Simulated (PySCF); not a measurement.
PySCF 2.14 output of an unrestricted PBE calculation on a single atom or ion in aug-cc-pVTZ-PP with ECP60MDF (6s6p5d3f2g, 88 functions), with scalar relativity through the core potential:

```
SCF conv_tol = 1e-09
number electrons alpha = 10  beta = 10
    J. P. Perdew, K. Burke, and M. Ernzerhof.,  Phys. Rev. Lett. 77, 3865 (1996)
    J. P. Perdew, K. Burke, and M. Ernzerhof.,  Phys. Rev. Lett. 78, 1396 (1997)
    J. P. Perdew, K. Burke, and M. Ernzerhof.,  Phys. Rev. Lett. 77, 3865 (1996)
    J. P. Perdew, K. Burke, and M. Ernzerhof.,  Phys. Rev. Lett. 78, 1396 (1997)
cycle= 1 E= -153.541799316666  delta_E= -0.0145  |g|= 0.0659  |ddm|= 0.18
cycle= 2 E= -153.540588272433  delta_E= 0.00121  |g|= 0.0941  |ddm|= 0.0719
cycle= 3 E= -153.543089443408  delta_E= -0.0025  |g|= 0.0014  |ddm|= 0.0413
cycle= 4 E= -153.543090160111  delta_E= -7.17e-07  |g|= 0.000101  |ddm|= 0.000931
cycle= 5 E= -153.543090164562  delta_E= -4.45e-09  |g|= 8.78e-07  |ddm|= 7.47e-05
cycle= 6 E= -153.543090164563  delta_E= -8.24e-13  |g|= 5.31e-09  |ddm|= 1.19e-06
converged SCF energy = -153.543090164563  <S^2> = 3.5527137e-15  2S+1 = 1
```

The run itself started from symmetry-adapted Hartree-Fock orbitals and held the occupation by maximum overlap, on a logarithmic radial grid, so the iterations belong to that start.

Q: Which element, charge and spin multiplicity is this?

A: Hg (mercury, neutral), multiplicity 1; the state was [Xe] 4f14 5d10 6s2, closed-shell 1S.

Energies and moments cover only the electrons outside the core potential. Spin-orbit coupling, which splits the p, d and f shells strongly at this Z, is absent.
